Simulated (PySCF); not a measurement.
**Sb¹⁹⁺ (antimony, charge +19): PBE0 calculation**

Configuration: [Ar] 3d10 4s2 4p2, high-spin 3P determinant. Calculation: PySCF 2.14, in an uncontracted even-tempered set (20 s from 0.95 bohr⁻², ratio 2.5; 14 p from 1.2 bohr⁻², ratio 2.5; 9 d from 2.2 bohr⁻², ratio 2.5; 5 f from 7.8 bohr⁻², ratio 2.7; 4 g from 12 bohr⁻², ratio 2.7); scalar relativity by spin-free X2C-1e.

| Property | Result |
| --- | --- |
| Total energy | -6330.90 hartree |
| One-electron energy | -8053.19 hartree |
| Hartree (Coulomb) energy | 1876.01 hartree |
| Exchange-correlation energy | -153.72 hartree |
| ⟨S²⟩ | 2.0008 |
| ⟨L²⟩ | 2.003 |
| Sum of ⟨r⟩ | 9.398 bohr |
| Sum of ⟨r²⟩ | 4.466 bohr² |
| Traceless quadrupole moment −½Σ⟨3z² − r²⟩ along its main axis | 0.230 e·bohr² |
| Time after the integrals | 4.5 s of wall time on 2 threads of Neoverse-V2 (shared host) |

```tsv
shell	electrons	mean orbital energy (eV)	spread (eV)	rms radius, mean of both spins (bohr)
1s α	1	-30879.0	0	0.0325
1s β	1	-30877.9	0	0.0325
2s α	1	-5167.0	0	0.133
2s β	1	-5166.3	0	0.133
2p α	3	-4695.1	0.319	0.118
2p β	3	-4694.0	1.329	0.118
3s α	1	-1420.4	0	0.349
3s β	1	-1419.1	0	0.349
3p α	3	-1264.9	1.287	0.349
3p β	3	-1263.2	2.776	0.349
3d α	5	-1028.9	1.613	0.325
3d β	5	-1027.7	2.480	0.325
4s α	1	-591.63	0	0.747
4s β	1	-583.45	0	0.747
4p α	2	-536.45	0	0.774
```

Spin-orbit coupling is strong in this species (close to jj coupling), so the high-spin LS determinant is a model state, not a physical level.

Densities and radii are taken from the X2C orbitals without a picture-change correction, which distorts them close to the nucleus.
